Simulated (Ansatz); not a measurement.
`C[O][Al]([OH])[F]` + HCl → `[OH][Al]([F])[Cl]` + CH₃OH at 500 K and 1 bar (ligand exchange at the Al–O bond).

Isolated molecules relaxed with PBE0-D4/def2-TZVP in Ansatz; ΔE leaves out vibrations. CBS: def2 TZ/QZ extrapolation, frozen cores. Each species was taken in one conformer, which may not be the lowest.

```
            species  CCSD(T)/CBS energy (Eh)  H − E (kJ/mol)  S (J/(mol·K))
`C[O][Al]([OH])[F]`               -532.79287           199.2          412.8
                HCl               -460.38167            32.5          201.9
`[OH][Al]([F])[Cl]`               -877.57344            80.4          353.9
              CH₃OH               -115.61226           157.0          265.4
```

H − E and S are ideal-gas, rigid-rotor, harmonic terms from PBE0-D4/def2-TZVP, for one conformer and one mirror image of each species. 1 Eh = 2625.50 kJ/mol, R = 8.31446 J/(mol·K).

Q: By hand: ΔE, ΔH, ΔS and ΔG.

A: ΔE = (-877.57344) + (-115.61226) − (-532.79287) − (-460.38167) = -0.01116 Eh = -29.3 kJ/mol. Δ(H − E) = 80.4 + 157.0 − 199.2 − 32.5 = 5.7, so ΔH = -23.6 kJ/mol. ΔS = 353.9 + 265.4 − 412.8 − 201.9 = 4.6 J/(mol·K). ΔG = -23.6 − 500 × (4.6)/1000 = -25.9 kJ/mol.

Q: By hand: the equilibrium constant, and the temperature at which ΔG would vanish if ΔH and ΔS stayed fixed.

A: log₁₀ K = −ΔG/(RT ln 10) = 2.7. ΔH and −TΔS have one sign here, so there is no such temperature.

The number of gas molecules stays the same, so ΔS is small and ΔH decides. A doubt of 5 kJ/mol in ΔE shifts log₁₀ K by 0.5 here. Other conformers and mirror images would add mixing entropy, several J/(mol·K) or more a flexible species. These are equilibria of isolated gas molecules and say nothing of rates. Largest T1 diagnostic: 0.012 (customary marks: 0.02 for closed shells, 0.045 for open ones).

ΔS is within the doubt of such terms, so its sign, and with it that verdict, could turn.
